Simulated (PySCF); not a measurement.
CH₄AlIO₂, SMILES [O]([Al]([I])[OH])C.

Coordinates come from a B3LYP-D3(BJ)/def2-SVP optimisation. The structure was generated by enumeration; whether it is a known compound was not checked. The def2 effective core potentials stand for the cores of I; spin–orbit coupling is left out. One conformer was computed; it need not be the lowest.

Two levels are set side by side: PBE/def2-TZVP (PySCF) and PBE0/def2-TZVP (PySCF). Same geometry, gas phase. Differences are taken from unrounded values.

| quantity | PBE0 |
|---|---|
| orbital gap (eV) | 6.90 |
| highest occupied level (eV) | -7.80 |
| lowest empty level (eV) | -0.90 |
| dipole moment (D) | 1.91 |
| mean polarisability (bohr³) | 72.8 |

### Question
What does PBE give, and how far is it from PBE0? (The exact figures need the calculation; the answer reports its results.)

### Answer

```csv
quantity,PBE,PBE minus PBE0
orbital gap (eV),4.88,-2.02
highest occupied level (eV),-6.62,1.17
lowest empty level (eV),-1.74,-0.85
dipole moment (D),1.85,-0.06
mean polarisability (bohr³),76.8,4.0
```

Without exact exchange PBE keeps part of each electron's self-repulsion, which lifts occupied levels and narrows the gap. Loosely held outer electrons make PBE densities more polarisable. Differences between two approximate levels are no errors against the true value.

Rough cost on one machine, each run with all the roots and properties that it gave: PBE0 against PBE within a factor of 2.
